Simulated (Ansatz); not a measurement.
`C[NH][GeH]([Cl])[O]C` + `C/N=C/O` → `C/N=C(\C)O` + `C[O][GeH]([NH2])[Cl]`  (formal exchange of groups at a C–N bond)

Computed with Ansatz on PBE0-D4/def2-TZVP structures; ΔE is electronic, products minus reactants. CCSD(T)/CBS is the MP2 limit (def2-TZVPP, def2-QZVPP) plus CCSD(T) − MP2 in def2-TZVPP, frozen cores. Double bonds are as drawn, so ΔE can hold a change between cis and trans. Functionals use def2-TZVPP. B3LYP here is the variant with VWN-RPA as its local correlation; programs differ in this. For Ge outer-core shells are correlated without core-valence functions, which leaves a few kJ/mol of doubt a bond. Scalar relativity is left out up to krypton. Each species was taken in one conformer, which may not be the lowest.

`C[NH][GeH]([Cl])[O]C`:

```xyz
14

C    -1.503    0.391    1.718
N    -0.239    0.253    1.020
Ge    0.110   -1.108   -0.128
Cl   -1.616   -1.217   -1.415
O     1.547   -0.672   -1.044
C     1.565    0.522   -1.800
H    -1.613   -0.273    2.585
H    -1.628    1.422    2.062
H    -2.322    0.180    1.029
H     0.558    0.501    1.589
H     0.384   -2.516    0.410
H     0.937    0.436   -2.693
H     2.596    0.697   -2.116
H     1.224    1.384   -1.217
```

`C/N=C/O`:

Z-matrix (Å, degrees):
```
C
N 1 1.439
H 1 1.093 2 109.7
H 1 1.099 2 113.7 3 121.4
H 1 1.093 2 109.7 3 -117.1
C 2 1.254 1 118.2 3 -121.4
O 6 1.339 2 122.8 1 180.0
H 6 1.094 2 125.9 1 0.0
H 7 0.968 6 106.5 2 0.0
```

`C/N=C(\C)O`:

Z-matrix (Å, degrees):
```
C
N 1 1.441
H 1 1.098 2 112.5
H 1 1.090 2 109.2 3 119.3
H 1 1.098 2 112.4 3 -121.4
C 2 1.261 1 118.7 3 60.4
O 6 1.348 2 119.3 1 -180.0
C 6 1.493 2 128.0 1 -0.0
H 7 0.968 6 105.5 2 0.0
H 8 1.088 6 111.0 2 179.6
H 8 1.093 6 110.1 2 -59.3
H 8 1.093 6 110.1 2 58.5
```

`C[O][GeH]([NH2])[Cl]`:

Z-matrix (Å, degrees):
```
C
O 1 1.413
H 1 1.096 2 112.1
H 1 1.092 2 107.5 3 -119.3
H 1 1.097 2 111.9 3 122.1
Ge 2 1.762 1 118.3 3 -56.6
Cl 6 2.149 2 102.5 1 -178.0
N 6 1.815 2 107.9 1 61.2
H 6 1.533 2 113.4 1 -60.5
H 8 1.011 6 114.8 2 62.9
H 8 1.010 6 115.1 2 -168.9
```

```csv
level,ΔE (kcal/mol),difference from CCSD(T)/CBS
PBE-D4,-12.5,0.5
r2SCAN-D4,-13.8,-0.8
PBE0-D4,-12.9,0.1
ωB97M-V,-13.3,-0.3
B2PLYP,-12.5,0.5
r2SCAN,-13.9,-0.9
PBE0,-13.1,-0.1
B3LYP,-12.2,0.8
HF/def2-TZVPP,-12.0,1.0
MP2/def2-TZVPP,-13.3,-0.3
SCS-MP2/def2-TZVPP,-12.4,0.6
CCSD/def2-TZVPP,-12.6,0.4
SCS-MP2/def2-QZVPP,-12.6,0.4
HF/CBS(def2),-12.0,1.0
MP2/CBS(def2),-13.7,-0.7
CCSD/CBS(def2),-13.0,0.0
CCSD(T)/CBS,-13.0,0
```

Largest T1 diagnostic among the species: 0.013.
